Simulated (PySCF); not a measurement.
Compound: (BeO)2 ring, Be2O2.
Z-matrix (Å and degrees, PBE0-D3(BJ)/def2-SVP geometry), rows numbered from 1:
```
Be
O   1  1.5098
Be  2  1.5097  1   72.89
O   1  1.5096  2  107.11  3    -0.00
```

Theory: TDDFT PBE0/def2-SVPD, vertical, gas phase, core orbitals frozen in the response in PySCF.

Frontier orbitals with the atoms that hold most of them (Löwdin shares over 4%, at most four atoms; ? is withheld):

```json
{"orbital": "LUMO+2", "ε (eV)": "0.67", "atoms": "Be3 42%, Be1 42%, O4 8%, O2 8%"}
{"orbital": "LUMO+1", "ε (eV)": "-1.14", "atoms": "Be1 38%, Be3 38%, O2 12%, O4 12%"}
{"orbital": "LUMO", "ε (eV)": "-2.59", "atoms": "Be3 39%, Be1 39%, O4 11%, O2 11%"}
{"orbital": "HOMO", "ε (eV)": "?", "atoms": "?"}
{"orbital": "HOMO-1", "ε (eV)": "-8.16", "atoms": "?"}
{"orbital": "HOMO-2", "ε (eV)": "-9.58", "atoms": "O4 39%, O2 39%, Be1 11%, Be3 11%"}
{"orbital": "HOMO-3", "ε (eV)": "-9.87", "atoms": "O2 44%, O4 43%, Be1 6%, Be3 6%"}
```

**Question.** Give the leading atoms of the HOMO-1.

**Answer.** O2 (bonded to 2 Be) 46%; O4 (bonded to 2 Be) 46%.

**Question.** Give the leading atoms of the HOMO.

**Answer.** O2 (bonded to 2 Be) 50%; O4 (bonded to 2 Be) 50%.

**Question.** What is the HOMO energy, and the HOMO–LUMO gap?

**Answer.** ε(HOMO) = -7.56 eV; the gap is 4.97 eV (0.1828 hartree).

**Question.** How does S1 compare with the orbital gap of 4.97 eV?

**Answer.** S1 is at 3.42 eV (f = 0.0000), 1.55 eV below the gap, made of HOMO→LUMO (100%). Without the coupling terms of the response equations the lowest excitation would equal the gap.

**Question.** Give energy, strength and leading configuration of S1, S2, S3, S4 and S5, and follow the Löwdin shares of the leading atoms from the occupied to the empty orbital.

**Answer.** 
- S1 (3.42 eV, f 0.0000), HOMO→LUMO (100%): O2 50% → 11%, O4 50% → 11%, Be3 at most 1% → 39%, Be1 at most 1% → 39%
- S2 (4.05 eV, f 0.0000), HOMO-1→LUMO (100%): O2 46% → 11%, O4 46% → 11%, Be3 at most 4% → 39%, Be1 at most 4% → 39%
- S3 (4.83 eV, f 0.0000), HOMO→LUMO+1 (98%): O2 50% → 12%, O4 50% → 12%, Be1 at most 1% → 38%, Be3 at most 1% → 38%
- S4 (5.44 eV, f 0.0000), HOMO-1→LUMO+1 (96%): O2 46% → 12%, O4 46% → 12%, Be1 at most 4% → 38%, Be3 at most 4% → 38%
- S5 (5.47 eV, f 0.057), HOMO-2→LUMO (99%): O4 39% → 11%, O2 39% → 11%, Be3 11% → 39%, Be1 11% → 39%

Löwdin shares depend on the basis, the more so with diffuse functions.
